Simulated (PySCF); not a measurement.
SiCl2HI, SMILES Cl[SiH](Cl)I. Geometry: B3LYP-D3(BJ)/def2-SVP. The def2 effective core potentials stand for the cores of I; spin–orbit coupling is left out.

Level of theory: B3LYP-D3(BJ)/def2-SVP in PySCF.

Harmonic wavenumbers (cm⁻¹): 125, 139, 211, 358, 534, 592, 773, 803, 2289. Rotational constants (GHz): 2.340, 0.9267, 0.6929; symmetry number 1.

Problem. Work out the zero-point energy and the ideal-gas rigid-rotor harmonic-oscillator thermochemistry at 298.15 K and 1 atm.

Solution. ZPE = ½ Σ hcν = ½ × 5823 cm⁻¹ = 8.33 kcal/mol. H − E(el) = 12.44 kcal/mol. Entropy in cal/(mol K): translation 42.16, rotation 29.75, vibration 10.49, total 82.40. G − E(el) = -12.13 kcal/mol. Cp = 18.74 cal/(mol K). Modes under 150 cm⁻¹ make the vibrational entropy uncertain.
